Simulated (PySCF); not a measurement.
C³⁺ (carbon, charge +3) across methods

[He] 2s1, 2S determinant. Computed with PySCF 2.14 in aug-cc-pwCVQZ, with the non-relativistic Hamiltonian (point nucleus).

| method | E (hartree) | mean ε 1s α (eV) | mean ε 1s β (eV) | mean ε 2s α (eV) | Σ⟨r²⟩ (bohr²) | ⟨S²⟩ |
| --- | --- | --- | --- | --- | --- | --- |
| LDA | -34.4045 | -329.34 | -328.24 | -57.255 | 2.108 | 0.750 |
| PBE | -34.7298 | -332.05 | -330.95 | -57.686 | 2.092 | 0.750 |
| r2SCAN | -34.7737 | -335.76 | -334.86 | -58.063 | 2.095 | 0.750 |
| r2SCAN0 | -34.7753 | -343.95 | -342.70 | -59.706 | 2.094 | 0.750 |
| CAM-B3LYP | -34.7603 | -341.74 | -340.52 | -60.976 | 2.090 | 0.750 |
| UHF | -34.72595 | -367.99 | -365.63 | -64.357 | 2.107 | 0.750 |
| PBE0 | -34.7425 | -341.22 | -339.83 | -59.468 | 2.094 | 0.750 |

(1) Estimate the same row for TPSSh.

Results:

(1) E (hartree) = -34.7925; mean ε 1s α (eV) = -338.02; mean ε 1s β (eV) = -336.86; mean ε 2s α (eV) = -58.561; Σ⟨r²⟩ (bohr²) = 2.087; ⟨S²⟩ = 0.750.
